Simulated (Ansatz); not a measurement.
Relaxation of AlFH$_{4}$NOP (9 atoms, charge 0, multiplicity 1), to a largest force component of 0.02 eV/Å in at most 50 steps.

Computed with Ansatz 0.2.0, RKS PBE-D4/def2-SVP.

```xyz
9
Properties=species:S:1:pos:R:3:forces:R:3
N 1.570 1.217 -0.198 -2.37 -0.27 -0.79
Al 0.725 -0.356 0.432 1.54 0.03 0.99
F 1.458 -1.250 1.780 -0.48 1.07 -1.42
P -1.163 -1.138 -0.540 1.52 -2.95 -1.34
O -2.216 0.111 0.112 -0.55 0.41 0.81
H 0.941 1.598 -1.019 1.60 -0.88 1.59
H 2.487 1.009 -0.587 0.56 0.22 -0.21
H -2.493 -0.317 0.961 -0.65 1.43 -0.47
H -2.248 0.824 -0.538 -1.18 0.93 0.84
```

Question: Where does it end, and by what steps?

Answer: The forces met the threshold. The force dipped under the threshold on the way, but the program's further checks kept it going. After 20 steps the energy has fallen by 1.916 eV; F3 moved furthest, 1.22 Å.

```
step  energy less start (eV)  largest force component (eV/Å)  accepted
   0                  0.0000                           2.951       yes
   1                 -0.6950                           1.678       yes
   2                 -1.2434                           2.477       yes
   3                 -1.6535                           0.724       yes
   4                 -1.7449                           0.727       yes
   5                 -1.8073                           0.338       yes
   6                 -1.8256                           0.239       yes
   7                 -1.8424                           0.789       yes
   8                 -1.8676                           0.677       yes
   9                 -1.8985                           0.206       yes
  10                 -1.9075                           0.078       yes
  11                 -1.9076                           0.078       yes
  12                 -1.9017                           0.365        no
  13                 -1.9123                           0.023       yes
  14                 -1.9134                           0.122       yes
  15                 -1.9143                           0.057       yes
  16                 -1.9151                           0.031       yes
  17                 -1.9154                           0.016       yes
  18                 -1.9155                           0.068       yes
  19                 -1.9156                           0.034       yes
  20                 -1.9157                           0.019       yes
```

```xyz
9
Properties=species:S:1:pos:R:3
N 1.350 1.010 -0.140
Al 0.879 -0.630 0.397
F 2.147 -1.650 0.855
P -1.267 -1.399 0.502
O -1.963 0.420 -0.168
H 0.707 1.733 -0.462
H 2.313 1.350 -0.175
H -2.590 0.688 0.535
H -2.514 0.177 -0.941
```

Whether the end is a true minimum wasn't checked by a vibrational analysis.

Time of the run: 38 s on 2 threads of Intel(R) Xeon(R) Platinum 8488C (Sapphire Rapids) (shared host), peak memory 0.19 GiB.
